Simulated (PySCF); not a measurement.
CH3ClSSe.

```xyz
7

Se     0.2561     0.0331     0.8253
Cl     0.7719     1.8565    -0.3860
S     -0.2140    -1.4642    -0.6768
C     -1.9344    -1.0512    -1.1490
H     -2.6076    -1.1222    -0.2845
H     -2.2275    -1.7863    -1.9140
H     -1.9635    -0.0412    -1.5795
```

Coordinates come from a B3LYP-D3(BJ)/def2-SVP optimisation. The structure was generated by enumeration, and PubChem lists no compound with its InChIKey, so it may never have been made. The values are those of a single conformer.

Computed with PBE/pcSseg-1 in PySCF. Non-relativistic, no solvent.

Computed absolute GIAO shielding of each atom: isotropic value and principal components (ppm):
```json
[
 {"atom": "Se1", "σ(iso)": "-105.7", "σ11": "-1005.6", "σ22": "-280.7", "σ33": "969.3", "span": "1974.9"},
 {"atom": "Cl2", "σ(iso)": "745.6", "σ11": "173.9", "σ22": "945.2", "σ33": "1117.7", "span": "943.8"},
 {"atom": "S3", "σ(iso)": "273.3", "σ11": "52.7", "σ22": "278.6", "σ33": "488.4", "span": "435.7"},
 {"atom": "C4", "σ(iso)": "148.6", "σ11": "121.9", "σ22": "143.8", "σ33": "180.2", "span": "58.3"},
 {"atom": "H5", "σ(iso)": "28.6", "σ11": "24.7", "σ22": "26.6", "σ33": "34.6", "span": "9.9"},
 {"atom": "H6", "σ(iso)": "28.8", "σ11": "23.9", "σ22": "25.8", "σ33": "36.6", "span": "12.8"},
 {"atom": "H7", "σ(iso)": "28.4", "σ11": "23.5", "σ22": "28.1", "σ33": "33.5", "span": "10.0"}
]
```
